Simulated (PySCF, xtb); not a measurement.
SiCl₂I₂, SMILES [Si](Cl)(I)(Cl)I.

Geometry: PBE0-D3(BJ)/def2-SVP. The def2 effective core potentials stand for the cores of I; spin–orbit coupling is left out.

Method: C-PCM-M06-2X/def2-SVP run with PySCF 2.14.0.

The values are the electrostatic part of the solvation free energy, E(continuum) − E(gas) at the gas-phase geometry, in a cavity of scaled van der Waals radii (PySCF's table); cavitation and dispersion terms are not included. In vacuum the orbital gap is 7.74 eV. The dipole moment in vacuum is 0.48 D.

Computed values in water (ε = 78.36), cyclohexanone (ε = 15.62), methanol (ε = 32.61):
| solvent | ε | ΔG(elec) (kcal/mol) | dipole (D) | gap (eV) |
|---|---|---|---|---|
| water | 78.36 | -1.1 | 0.69 | 7.79 |
| cyclohexanone | 15.62 | -1.1 | 0.68 | 7.78 |
| methanol | 32.61 | -1.1 | 0.68 | 7.79 |

For comparison, GFN2-xTB/ALPB(water) (xtb, at the GFN2-xTB geometry, all terms of that model) gives -1.8 kcal/mol.
